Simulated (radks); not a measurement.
Values are calculated unless marked as measured or tabulated.
Initial-state core-level shifts of neutral bromine when its valence configuration changes from [Ar] 3d10 4s2 4p5. Code: a radial shooting solver on a logarithmic mesh with Libxc functionals. Model: scalar-relativistic Kohn-Sham, LDA (Slater exchange, Perdew-Wang correlation), spin-polarised, spherical densities, finite nucleus; open shells are filled with parallel spins first; Fermi nuclear charge, rms radius 4.1629 fm. Shifts are changes of the shell-averaged eigenvalues in eV (positive: less bound); the change of the density at the nucleus, which sets a Mossbauer isomer shift, is in e/bohr^3, on a base of 4.477e+04.

| valence | 1s | 2s | 2p | 3p | density at nucleus |
|---|---|---|---|---|---|
| 3d9 4s2 4p6 | -15.189 | -16.862 | -16.730 | -12.518 | +18.341 |
| 3d10 4s1 4p6 | -1.594 | -1.571 | -1.560 | -1.574 | -35.271 |
| 3d10 4s1.5 4p5.5 | -0.803 | -0.791 | -0.785 | -0.792 | -17.500 |
| 3d9.5 4s2 4p5.5 | -7.497 | -8.316 | -8.250 | -6.227 | +9.028 |
| 3d9.5 4s1.5 4p6 | -8.270 | -9.081 | -9.009 | -6.989 | -9.471 |
